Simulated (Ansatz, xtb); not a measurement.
# AlClFH5NSi+: which of two structures lies lower

Structure a: a singlet given by its coordinates. Structure b: a singlet given by its coordinates. Both are isolated ions in the gas phase, relaxed with r2SCAN-D4/def2-SVP.

a (Å):

```json
{"atom": "Al", "x (Å)": "-3.1647", "y (Å)": "0.2039", "z (Å)": "1.3020"}
{"atom": "Cl", "x (Å)": "-2.5224", "y (Å)": "2.4331", "z (Å)": "0.4601"}
{"atom": "F", "x (Å)": "-4.7034", "y (Å)": "0.0898", "z (Å)": "0.7108"}
{"atom": "N", "x (Å)": "-2.1340", "y (Å)": "-0.3519", "z (Å)": "-0.3451"}
{"atom": "Si", "x (Å)": "-1.9027", "y (Å)": "1.2429", "z (Å)": "-1.1960"}
{"atom": "H", "x (Å)": "-2.4952", "y (Å)": "-0.0582", "z (Å)": "2.6768"}
{"atom": "H", "x (Å)": "-1.2503", "y (Å)": "-0.8391", "z (Å)": "-0.1419"}
{"atom": "H", "x (Å)": "-2.7156", "y (Å)": "-1.0112", "z (Å)": "-0.8828"}
{"atom": "H", "x (Å)": "-0.4762", "y (Å)": "1.5055", "z (Å)": "-1.4523"}
{"atom": "H", "x (Å)": "-2.8851", "y (Å)": "1.3777", "z (Å)": "-2.2842"}
```

Close contacts (Å): Al1–Cl2 2.47, Al1–F3 1.65, Al1–N4 2.02, Cl2–Si5 2.13, N4–Si5 1.82, Al1–H6 1.55, N4–H7 1.03, N4–H8 1.03, Si5–H9 1.47, Si5–H10 1.47.

b (Å):

```yaml
atoms:
  - { symbol: Al, position_ang: [-1.2433, -0.7475, -1.2454] }
  - { symbol: Cl, position_ang: [-0.6109, -1.1128, -3.1504] }
  - { symbol: F, position_ang: [-2.5191, -1.1968, -0.3248] }
  - { symbol: N, position_ang: [-0.1593, 0.5113, -0.2765] }
  - { symbol: Si, position_ang: [0.1607, 2.1537, -1.1670] }
  - { symbol: H, position_ang: [-0.6166, 0.6950, 0.6305] }
  - { symbol: H, position_ang: [0.7535, 0.1011, -0.0264] }
  - { symbol: H, position_ang: [1.1629, 1.8012, -2.1943] }
  - { symbol: H, position_ang: [-1.1786, 2.4781, -1.7147] }
  - { symbol: H, position_ang: [0.6292, 3.0784, -0.1126] }
```

Close contacts (Å): Al1–Cl2 2.04, Al1–F3 1.64, Al1–N4 1.92, N4–Si5 1.90, N4–H6 1.03, N4–H7 1.03, Si5–H8 1.48, Si5–H9 1.48, Si5–H10 1.48.

Quicker runs give these differences E(b) − E(a): GFN2-xTB +0.124 eV; HF/STO-3G −0.415 eV (at GFN2-xTB geometries); r2SCAN-D4/def2-SVP//GFN2-xTB −0.295 eV.

**Question.** Estimate which is lower in electronic energy at CCSD(T)/def2-SVP + ΔMP2/def2-TZVPP, and by roughly how much.

**Answer.** The CCSD(T)/def2-SVP + ΔMP2/def2-TZVPP calculation puts structure b lower, by 0.194 eV.

The same difference at several levels:

```json
{"level": "GFN2-xTB", "geometry": "GFN2-xTB", "E(b) − E(a) (eV)": "+0.124", "departure from the last row (eV)": "+0.318", "job, with rough time for the two": "optimisation, 0.36 s"}
{"level": "HF/STO-3G", "geometry": "GFN2-xTB", "E(b) − E(a) (eV)": "−0.415", "departure from the last row (eV)": "−0.220", "job, with rough time for the two": "single point, 0.38 s"}
{"level": "r2SCAN-D4/def2-SVP//GFN2-xTB", "geometry": "GFN2-xTB", "E(b) − E(a) (eV)": "−0.295", "departure from the last row (eV)": "−0.101", "job, with rough time for the two": "single point, 3.1 s"}
{"level": "r2SCAN-D4/def2-SVP", "geometry": "r2SCAN-D4/def2-SVP", "E(b) − E(a) (eV)": "−0.205", "departure from the last row (eV)": "−0.010", "job, with rough time for the two": "optimisation, 1.8 min"}
{"level": "HF/def2-SVP", "geometry": "r2SCAN-D4/def2-SVP", "E(b) − E(a) (eV)": "−0.345", "departure from the last row (eV)": "−0.150", "job, with rough time for the two": "part of the CCSD(T) run"}
{"level": "MP2/def2-SVP", "geometry": "r2SCAN-D4/def2-SVP", "E(b) − E(a) (eV)": "−0.295", "departure from the last row (eV)": "−0.101", "job, with rough time for the two": "part of the CCSD(T) run"}
{"level": "CCSD(T)/def2-SVP", "geometry": "r2SCAN-D4/def2-SVP", "E(b) − E(a) (eV)": "−0.291", "departure from the last row (eV)": "−0.097", "job, with rough time for the two": "single point"}
{"level": "CCSD(T)/def2-SVP + ΔMP2/def2-TZVPP", "geometry": "r2SCAN-D4/def2-SVP", "E(b) − E(a) (eV)": "−0.194", "departure from the last row (eV)": "", "job, with rough time for the two": "single point, 30 s"}
```

GFN2-xTB puts the two in the other order. The largest departure from CCSD(T)/def2-SVP + ΔMP2/def2-TZVPP is that of GFN2-xTB, 0.318 eV. The last row adds to CCSD(T) the change of the MP2 difference between the two basis sets, here +0.097 eV.

With harmonic frequencies from r2SCAN-D4/def2-SVP (ideal gas, rigid rotor, one conformer each, 298.15 K, 1 atm): on the last row, ΔE + ΔZPE = −0.176 eV. A mode under 50 cm⁻¹ makes harmonic enthalpies and free energies unreliable, so none is given.

The correlated steps freeze 17 core orbitals. Programs: Ansatz 0.2.0, xtb 6.7.1; the last row on 2 threads of Intel(R) Xeon(R) 6975P-C (Granite Rapids) on a shared host.
